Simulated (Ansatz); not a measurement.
Harmonic frequencies (cm⁻¹) at PBE0-D4/def2-TZVP from Ansatz: 28, 36, 82, 122, 233, 294, 315, 369, 384, 559, 626, 651, 740, 769, 817, 840, 887, 916, 1215, 1436, 1442, 1901, 2216, 3029, 3101, 3132, 3922.

Each molecule was computed in one conformer, which needn't be the lowest.

(1) Which molecule is it?
A. `[CH3][AlH][SiH](O)F`
B. `[CH3][Al]([OH])[SiH2]F`
C. `B[Si](C)(O)F`
D. `C[O][Al]([F])[SiH3]`

## Answers

(1) A.
